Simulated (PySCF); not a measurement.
Excitation energy of Cu by level of theory

Cu [Ar] 3d10 4s1 (2S) → Cu [Ar] 3d9 4s1 4p1 (high-spin determinant), as a difference of total energies. Computed with PySCF 2.14 in aug-cc-pwCVTZ-PP with ECP10MDF, with scalar relativity through the core potential. Correlated levels: valence: 3s2 3p6 frozen; valence and next inner shell: nothing frozen outside the core potential. The calculations carry no spin-orbit coupling.

```tsv
method	excitation energy (eV)
UHF	1.984
LDA	5.972
PBE	5.344
PBE0	4.670
r2SCAN	4.591
BLYP	5.402
MN15	6.644
HSE06	4.682
MP2 (valence)	5.630
SCS-MP2 (valence)	5.292
MP2 (valence and next inner shell)	6.173
SCS-MP2 (valence and next inner shell)	5.715
```

Task: How much does correlation contribute at MP2 (valence and next inner shell)?

Result: 6.173 − (1.984) = 4.189 eV, measured against UHF.

The determinant of the upper state mixes LS terms, which raises its energy above the lowest term, most at the Hartree-Fock and MP2 levels.
